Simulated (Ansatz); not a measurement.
A nudged elastic band was laid between two geometries of C$_{2}$H$_{8}$BN (12 atoms, charge 0, multiplicity 1).

All numbers below come from Ansatz, RKS PBE0-D4/6-31G*.

```
movable images  : 5
climbing image  : yes
spring          : 5.0 eV/Å²
optimiser       : quadratic models (default)
start path      : through a guess of the saddle point
force threshold : 0.05 eV/Å
iteration limit : 60
end points      : relaxed
```

Image 0:

```xyz
12
Properties=species:S:1:pos:R:3
B 0.148 -0.083 0.085
N 1.240 -0.697 0.712
C -1.292 -0.731 0.214
H -1.313 -1.674 0.773
C 0.371 1.248 -0.744
H 1.162 -1.548 1.250
H 2.179 -0.331 0.671
H -1.727 -0.921 -0.776
H -1.982 -0.036 0.712
H 1.403 1.620 -0.728
H 0.090 1.099 -1.795
H -0.278 2.053 -0.374
```

Image 6:

```xyz
12
Properties=species:S:1:pos:R:3
B -0.271 0.014 -0.049
N 0.878 -0.950 0.581
C -1.581 -0.546 0.013
H 1.354 -0.518 1.375
C 0.353 1.368 -0.589
H 0.434 -1.809 0.903
H 1.599 -1.195 -0.099
H -1.822 -1.527 0.435
H -2.459 -0.025 -0.367
H 0.859 1.960 0.191
H 1.093 1.223 -1.392
H -0.437 2.003 -1.002
```

**Question.** Which bonds break or form, and what moves?

**Answer.** Bonds broken: C3–H4. Bonds formed: N2–H4.

**Question.** What energy profile does the band end with?

**Answer.** The forces met the threshold. The highest image is number 4 of 0 to 6, 330.1 kJ/mol above the first end and 101.7 kJ/mol above the last; the last end lies 228.4 kJ/mol above the first. Beside the main top the profile has a ripple of under 15 meV (maxima at images 1, 4), which may be a very shallow well or noise. Neighbouring images differ by up to 3.2 eV, so the band resolves the path poorly. A vibrational analysis at the climbing image gives one clearly imaginary mode, 1659i cm⁻¹: a first-order saddle point. The orbitals stay closed-shell, which can raise the energy where a bond breaks towards radicals; this wasn't checked here.

```
image  path coordinate (Å)  energy (kJ/mol)  C3–H4 (Å)  N2–H4 (Å)
    0                 0.00              0.0       1.10       2.73
    1                 1.44              2.7       1.10       2.83
    2                 2.88              1.9       1.10       3.11
    3                 4.31             19.9       1.10       2.65
    4                 5.75            330.1       1.57       1.29
    5                 7.11            235.4       2.84       1.02
    6                 8.47            228.4       3.24       1.02
```

**Question.** What is the geometry of the highest image?

**Answer.** 
```xyz
12
Properties=species:S:1:pos:R:3
B -0.115 -0.059 -0.184
N 0.937 -0.976 0.556
C -1.430 -0.568 0.210
H -0.185 -0.719 1.146
C 0.369 1.330 -0.741
H 1.090 -1.926 0.237
H 1.789 -0.545 0.892
H -1.641 -1.612 0.453
H -2.330 0.038 0.119
H 1.005 1.877 -0.032
H 0.977 1.180 -1.645
H -0.468 1.981 -1.011
```

The run took 2.3 min on 2 threads of Arm Neoverse V2 (shared host), peak memory 0.14 GiB.
